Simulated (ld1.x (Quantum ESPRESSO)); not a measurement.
**Before and after: TM potential for carbon**

ld1.x (Quantum ESPRESSO) 7.5 input, shortened:

```
&input
   title='C', zed=6., rel=1, dft='PBE', iswitch=3,
   config='[He] 2s2 2p2 3d-2'
 /
 &inputp
   pseudotype=2, tm=.true., lloc=2,
   nlcc=.false.
 /
3
2S  1  0   2.00   0.00  1.15  1.15  0.0
2P  2  1   2.00   0.00  3.15  3.15  0.0
3D  3  2  -2.00   0.50  2.40  2.40  0.0
 &test
   configts(1)='2s2 2p2'
 /
```

All-electron outer shells of the reference configuration (PBE, scalar-relativistic, ld1.x):

| shell | level (eV) | outermost node (bohr) | outermost maximum (bohr) |
| --- | --- | --- | --- |
| 1s | -273.38 | – | 0.17 |
| 2s | -13.75 | 0.38 | 1.22 |
| 2p | -5.29 | – | 1.20 |

Change: wave 3d channel at 0.5 Ry: rc 2.40 bohr becomes 3d channel at -0.08 Ry: rc 2.40 bohr.

Cutoffs: the cutoffs (Ry, on a coarse ladder) from which the occupation-weighted sum of valence levels, in a spherical-Bessel basis at the reference potential, stays within 10 and 1 mRy of its value at 400 Ry; they do not see the model core or the augmentation charge, which bear on the density cutoff. Errors are all-electron minus pseudo energies relative to the spin-unpolarised reference configuration.

Q: What does the change do?

A: The potential gets neither clearly harder nor softer (35 Ry and 90 Ry → 35 Ry and 90 Ry); the errors of the 7 common tests hardly move; neither file shows a bound ghost.

```tsv
quantity	base	changed
cutoff, loose	35 Ry	35 Ry
cutoff, tight	90 Ry	90 Ry
bound ghosts	none	none
error for 2s2 2p1, meV [ΔE 10.86 eV]	+173	+173
error for 2s2 2p0, meV [ΔE 35.02 eV]	+1373	+1373
error for 2s1 2p0, meV [ΔE 83.21 eV]	+2588	+2587
error for 2s2 2p2.3, meV [ΔE -1.16 eV]	+3.0	+3.0
error for 2s2 2p1.5, meV [ΔE 3.96 eV]	+27	+27
error for 2s1 2p2, meV [ΔE 19.62 eV]	-164	-163
error for 2s0 2p4, meV [ΔE 16.98 eV]	-151	-150
s: phases at 3.41 bohr within 0.05 rad from the reference energy up to (Ry; the scan ends near 5)	3.5	3.5
p: phases at 3.41 bohr within 0.05 rad from the reference energy up to (Ry; the scan ends near 5)	0.5	0.5
d: phases at 3.41 bohr within 0.05 rad from the reference energy up to (Ry; the scan ends near 5)	3.1	3.0
```
